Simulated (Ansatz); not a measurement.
Basis-set extrapolation for ClFH$_{4}$OSi$_{2}$ (`O[SiH](Cl)[SiH2]F`) (PBE0-D4/def2-TZVP geometry, frozen core, Ansatz). Multiplicity 1, RHF reference.

|  | def2-TZVPP | def2-QZVPP |
| --- | --- | --- |
| HF | -1214.279555 | -1214.319388 |
| MP2 correlation | -0.915615 | -0.999499 |
| CCSD(T) correlation | -0.994504 | not run |

Energies in hartree. Use E(X) = E(∞) + A·exp(−7.88·√X) for Hartree–Fock and E(X) = E(∞) + B·X^(−2.97) for correlation, with X = 3 and 4, and add CCSD(T) minus MP2 of the smaller set to the MP2 limit.

What is the CCSD(T) energy at the basis-set limit?

HF limit: -1214.319388 + (-0.039833) × 0.13774 = -1214.32487. MP2 limit: -0.999499 + (-0.083884) × 0.74074 = -1.06164. Higher-order term: -0.994504 − (-0.915615) = -0.07889. Total: -1215.46540 hartree, 502.4 kJ/mol below CCSD(T)/def2-TZVPP.
